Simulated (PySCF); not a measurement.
# Polarisability and C₆ of Te (tellurium, neutral)

[Kr] 4d10 5s2 5p4, high-spin 3P determinant. All numbers are calculated (PySCF 2.14, a scalar-relativistic core potential, in aug-cc-pVQZ-PP with ECP28MDF (7s7p5d3f2g, 92 functions)). Coupled (time-dependent) response in atomic units; α is the mean over directions.

```
 method  mean α (bohr³)         α xx, yy, zz  C₆ (like pair)  S(−4)
LC-wPBE           37.67  35.58, 41.85, 35.58           407.7  325.7
```

S(−4) is the Cauchy moment in α(ω) = α(0) + S(−4) ω² + …

Reference α: 38 ± 4 bohr³ (recommended; Schwerdtfeger and Nagle, table of static dipole polarizabilities (2023 update)). Published C₆: 445.0 (Chu and Dalgarno (2004); Tang, Norbeck and Certain (1976)).

Spin-orbit coupling is absent.

α(iu) at LC-wPBE:

```json
{"u (hartree)": "0", "α(iu) (bohr³)": "37.67"}
{"u (hartree)": "0.0500", "α(iu) (bohr³)": "36.88"}
{"u (hartree)": "0.100", "α(iu) (bohr³)": "34.75"}
{"u (hartree)": "0.200", "α(iu) (bohr³)": "28.59"}
{"u (hartree)": "0.300", "α(iu) (bohr³)": "22.54"}
{"u (hartree)": "0.500", "α(iu) (bohr³)": "14.09"}
{"u (hartree)": "0.750", "α(iu) (bohr³)": "8.588"}
{"u (hartree)": "1.00", "α(iu) (bohr³)": "5.788"}
{"u (hartree)": "1.50", "α(iu) (bohr³)": "3.228"}
{"u (hartree)": "2.00", "α(iu) (bohr³)": "2.118"}
{"u (hartree)": "3.00", "α(iu) (bohr³)": "1.152"}
{"u (hartree)": "5.00", "α(iu) (bohr³)": "0.5062"}
```

A single London oscillator, α(iu) = α/(1 + u²/ω²), gives C₆ = (3/4) ω α². Matching the computed C₆ needs ω = 4 × 407.7 / (3 × 37.67²) = 0.383 hartree.

The components differ because the open shell of this determinant is not spherical; for a pure term their mean is the scalar polarisability.

Energies and moments cover only the electrons outside the core potential.
